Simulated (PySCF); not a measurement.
Calculated properties of `CBn1cccc1`

Species: C₅H₈BN.
Structure used (PBE0-D3(BJ)/def2-SVP), in Å, numbered top down from 1:
```xyz
15
C5H8BN angstrom
C      2.3852    0.5314    0.1667
B      1.3221   -0.5374   -0.2581
N     -0.0840   -0.2929   -0.1307
C     -1.0845   -1.2025   -0.4561
C     -2.3007   -0.6438   -0.1883
C     -2.0558    0.6733    0.3274
C     -0.7023    0.8548    0.3491
H      3.4083    0.2557   -0.1222
H      2.3704    0.6442    1.2658
H      2.1623    1.5290   -0.2461
H      1.6183   -1.6261   -0.6950
H     -0.8202   -2.1791   -0.8551
H     -3.2704   -1.1142   -0.3399
H     -2.8039    1.3985    0.6431
H     -0.1126    1.7107    0.6675
```

Some functional groups and rings: pyrrole-type ring nitrogen and three-coordinate boron.

**PBE0-D3(BJ)/def2-SVP geometry optimisation, gas phase (PySCF)**

* Rotational constants A, B, C: 7.314, 1.940, 1.548 GHz

**PBE0/def2-SVPD ground state, ΔSCF and vertical TDDFT (core frozen in the response) (PySCF)**

- Dipole moment: 0.62 D
- HOMO energy: -6.45 eV
- LUMO energy: -1.03 eV
- HOMO–LUMO gap: 5.42 eV
- Lowest singlet excitation: 4.44 eV (279 nm, f = 0.010)
- Strongest line among the 10 lowest singlet transitions: S9 at 7.30 eV (170 nm, f = 0.248)
- Lowest triplet excitation (Tamm–Dancoff): 3.37 eV
- Static isotropic polarisability: 80.0 au
- Vertical ionisation energy: 8.40 eV
- Electronic spatial extent ⟨r²⟩ about the centre of nuclear charge: 792 bohr²

**PBE0/pcSseg-1 ground state and GIAO shieldings, non-relativistic (PySCF)**

- Lowest Hirshfeld atomic charge: -0.19 e on C1
- Highest Hirshfeld atomic charge: +0.18 e on B2
- 13C chemical shifts (computed TMS as zero) by class: 131.1 (C4/C7), 121.0 (C5/C6), 3.4 (C1) ppm
- 1H chemical shifts (computed TMS as zero) by class: 7.02 (H12/H15), 6.54 (H13/H14), 5.96 (H11), 0.94 (H8/H9/H10) ppm
- Isotropic shieldings of nuclei other than C and H, by class: 49 (B2), 32 (N3) ppm
- Mayer bond orders between heavy atoms: C1–B2 1.03, B2–N3 1.08, N3–C4 1.08, C4–C5 1.59, C5–C6 1.26, C6–C7 1.59, C7–N3 1.08

From B3LYP/pcJ-1 indirect spin-spin coupling, non-relativistic, gas phase; spin–dipole term left out for some pairs (PySCF):

* Largest of the computed one-bond spin–spin couplings (means over like bonds): 13C–1H +196.6 (C4–H12 and 1 like it), 13C–1H +179.7 (C5–H13 and 1 like it), 11B–1H +141.3 (B2–H11), 13C–1H +125.1 (C1–H8 and 2 like it), 13C–13C +74.7 (C4–C5 and 1 like it), 13C–11B +58.5 (C1–B2), 13C–13C +55.4 (C5–C6), 15N–11B -25.2 (N3–B2) Hz

Monoisotopic mass from the formula: 93.0750 u.

The ΔSCF ionisation energy exceeds −ε(HOMO) by 1.95 eV with PBE0. The 10 singlets span 4.44 to 7.49 eV, and their oscillator strengths add up to 0.69. The largest Löwdin shares of the HOMO are 0.27 on C7, 0.27 on C4, 0.16 on C5 and 0.15 on C6. The dipole matches unit charges of opposite sign 0.13 Å apart (1 e·Å = 4.8032 D). The largest Löwdin shares of the LUMO are 0.36 on B2, 0.10 on N3, 0.10 on C1 and 0.08 on C4. The vertical singlet–triplet gap S1 − T1 is 1.07 eV (TDDFT singlet less Tamm–Dancoff triplet; S1: HOMO→LUMO, weight 0.98; T1: HOMO→LUMO, weight 0.88). The polarisability is 11.85 Å³ as a volume (1 au = 0.148185 Å³), or 1.60 au for each of the 50 electrons. The principal polarisabilities are 52.9, 81.0 and 106.0 au; their mean is the isotropic value.

 NMR classes are plain means over equivalent atoms (diastereotopic ones count apart unless rotation or inversion swaps them), as if these changed places fast; in this geometry the members of some classes differ.

One conformer stands for the species.
